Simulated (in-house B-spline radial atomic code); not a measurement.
# Ionising K V (K4+) with different functionals

Computed with an all-electron radial atomic-structure program (B-spline basis): non-relativistic Hamiltonian, point nucleus, spin-polarised at highest spin, spherical fractional occupations for the functionals, the average over the highest-spin determinants for Hartree-Fock. The ionisation energy is the difference of two self-consistent energies, [Ne] 3s2 3p3 → [Ne] 3s2 3p2, without Breit or QED terms; ε is the level of the shell that loses the electron (its least bound occupied spin orbital).

Hybrids are left out here: with spherical fractional occupations of an open shell their exact exchange keeps a self-interaction that integer-occupation calculations don't have.

```csv
method,rung,ΔSCF (eV),-ε(3p) (eV)
Hartree-Fock,Hartree-Fock,81.39,81.94
LDA VWN5,LDA,81.85,73.24
LDA PW92,LDA,81.84,73.23
LDA exchange-only,LDA,80.55,71.99
PBE,GGA,81.94,73.35
PBEsol,GGA,81.84,73.24
BLYP,GGA,81.69,73.05
RPBE,GGA,81.95,73.36
PW91,GGA,82.03,73.43
BP86,GGA,81.95,73.35
AM05,GGA,81.79,73.18
OLYP,GGA,82.17,73.54
TPSS,meta-GGA,82.20,73.65
SCAN,meta-GGA,82.69,74.26
r2SCAN,meta-GGA,82.66,74.24
M06-L,meta-GGA,82.56,74.06
revTPSS,meta-GGA,82.13,73.59
```

(1) How do they compare with the NIST value?

## Answers

(1) NIST lists 82.7 eV ± 0.16 (semi-empirical, ground level to ground level). Errors run from -2.11 to +0.03 eV; r2SCAN is closest (-0.00 eV), though others lie within the uncertainty of it, and part of that can be cancellation, since the calculations leave out relativity, Breit-QED terms, multiplet and fine-structure energies. Hartree-Fock also lacks correlation.
